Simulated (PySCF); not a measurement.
NMR data simulated for an unnamed compound:

1H NMR (600 MHz, computed): δ 4.51 (m, 1H), 4.41 (m, 1H), 2.83 (m, 1H), 2.60 (m, 1H), 2.16 (m, 1H), 1.39 (m, 1H), 1.10 (m, 1H), 0.93 (m, 1H), 0.51 (m, 1H), 0.37 (m, 1H), 0.22 (m, 1H), -0.28 (m, 1H).

13C{1H} NMR (computed): δ 35.7 (CH), 31.1 (CH2), 15.8 (CH), 6.9 (CH2), 5.0 (CH2), 3.9 (CH2).

[PySCF: NMR shieldings at PBE0/pcSseg-1/GIAO; GFN2-xTB structure; non-relativistic Hamiltonian; one computed conformer; isolated molecule]

References, each an isolated molecule treated in the same way: 1H (31.72 ppm) and 13C (186.93 ppm) against TMS.

Problem. Which of these does the molecule contain: a three-membered ring, an S-methyl group, a CH3CH2 unit, an NH or NH2 group, a Si–H bond?

Solution. 
- A three-membered ring: yes.
- An S-methyl group: no.
- A CH3CH2 unit: no.
- An NH or NH2 group: no.
- A Si–H bond: yes (δH 4.41 (m), 4.51 (m)).

The data belong to `[C@@H]1(C2CC2)CC[SiH2]1`, C₆H₁₂Si; they needn't prove each group on their own.

Carbon signals by region: 6 below 50 ppm.

Shifts are as computed. Against solution values, carbons near 30 ppm lie about +3 ppm off and those near 130 ppm about +5 ppm. Of 1211 compounds with measured shifts, 218 miss one by over three times the rms of a fit or turn the order of signals round; such compounds aren't used in these exercises. No couplings were computed; multiplicities are counted from neighbouring protons, with m where these are inequivalent, close in shift, in a saturated or five-membered ring or joined by F or P, and br s for small geminal =CH2 splittings.
